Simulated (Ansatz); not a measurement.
Input file for `F[C@H]1[C@H](F)C=C[C@@H]1F`:

```yaml
crystal:
  periodic: [false, false, false]
  atoms:
    - {symbol: F, position_ang: [-1.214627, -1.998938, -0.553556]}
    - {symbol: C, position_ang: [-0.870489, -0.858599, 0.149151]}
    - {symbol: C, position_ang: [0.445407, -1.001834, 0.837746]}
    - {symbol: C, position_ang: [1.212937, 0.065855, 0.651628]}
    - {symbol: C, position_ang: [0.531388, 1.091660, -0.190695]}
    - {symbol: F, position_ang: [1.363006, 1.587061, -1.178399]}
    - {symbol: C, position_ang: [-0.656429, 0.334865, -0.776212]}
    - {symbol: F, position_ang: [-1.777607, 1.121251, -0.888272]}
    - {symbol: H, position_ang: [-1.693677, -0.655025, 0.843589]}
    - {symbol: H, position_ang: [0.689177, -1.871883, 1.434422]}
    - {symbol: H, position_ang: [2.199093, 0.228371, 1.068193]}
    - {symbol: H, position_ang: [0.181309, 1.953432, 0.389072]}
    - {symbol: H, position_ang: [-0.388987, -0.030915, -1.771968]}
basis:
  gaussian: {orbitals: def2-SVP}
correlation: {method: ccsd_t}
```

```sh
$ ansatz run in.yaml --threads 4 --pin off --events-out ev --progress --plain --max-ram 11315MiB
```

Log, shortened:

```
Functional definition: HF
1370 factors; integrals over basis functions are off by at most 1.3e-3 eV
mean field evaluation 1: about -13333.6841 eV, gradient 3.9e1 eV
mean field evaluation 2: about -13333.8848 eV, gradient 3.9e1 eV
mean field evaluation 4: about -13337.5859 eV, gradient 4.9e0 eV
mean field evaluation 8: about -13337.6559 eV, gradient 2.0e-1 eV
mean field -13337.65605617 eV, -490.1498194763 hartree, gradient 2.7e-6 eV, S^2 0.000000; 0 other end points of the search recorded, 0 dependent functions left out
8 core orbitals not correlated: weight in the atoms' cores, before any rotation towards them, 1.000 or more for the frozen orbitals, at most 0.000 for the correlated occupied ones
reference -13337.65605617 eV, -490.1498194763 hartree; 23, 23 occupied and 106, 106 virtual orbitals, 1370 factors
second order -32.66484250 eV of doubles, -0.00000000 eV of singles
cycle   1  -33.10761210 eV  change   -4.4e-1 eV  update   1.2e-1
cycle   2  -33.83485240 eV  change   -7.3e-1 eV  update   3.5e-2
cycle   3  -34.02746421 eV  change   -1.9e-1 eV  update   1.7e-2
cycle   4  -34.02317563 eV  change    4.3e-3 eV  update   3.9e-3
cycle   5  -34.02199173 eV  change    1.2e-3 eV  update   1.7e-3
cycle   6  -34.02293921 eV  change   -9.5e-4 eV  update   4.6e-4
cycle   7  -34.02285952 eV  change    8.0e-5 eV  update   1.8e-4
cycle   8  -34.02273644 eV  change    1.2e-4 eV  update   5.8e-5
cycle   9  -34.02273738 eV  change   -9.4e-7 eV  update   2.8e-5
perturbative correction -0.93476889 eV, -0.0343521231 hartree
Total energy: -13372.61356244 eV, -491.4344841367 hartree
```

It took 41 s on 4 threads of an Arm Neoverse V1 on a shared host, with 1.2 GiB of host memory at the peak.

Correlation energy per correlated electron: -0.760 eV. T1 diagnostic: 0.0109.
